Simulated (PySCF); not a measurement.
# How methods differ on the excitation energy of Pb

Pb [Xe] 4f14 5d10 6s2 6p2 (3P) → Pb [Xe] 4f14 5d10 6s1 6p2 7s1 (5P), as a difference of total energies. Calculation: PySCF 2.14, in aug-cc-pwCVTZ-DK3 with one added diffuse shell each of s, d, f type (12s10p9d6f1g, 138 functions); the spin-free X2C one-electron Hamiltonian (Gaussian nucleus). The calculations carry no spin-orbit coupling.

| method | excitation energy (eV) |
| --- | --- |
| UHF | 9.553 |
| r2SCANh | 11.401 |
| BLYP | 11.922 |

Spin-orbit coupling is strong in these open shells (close to jj coupling). The scalar numbers leave it out and a first-order estimate fails, so it can dominate the gap to the real levels.

The upper state lies above the first ionisation limit. A Rydberg-like electron needs more diffuse functions than a valence basis has.

The promoted electron is Rydberg-like, and one or two diffuse shells describe it only roughly, which tends to raise the upper state.
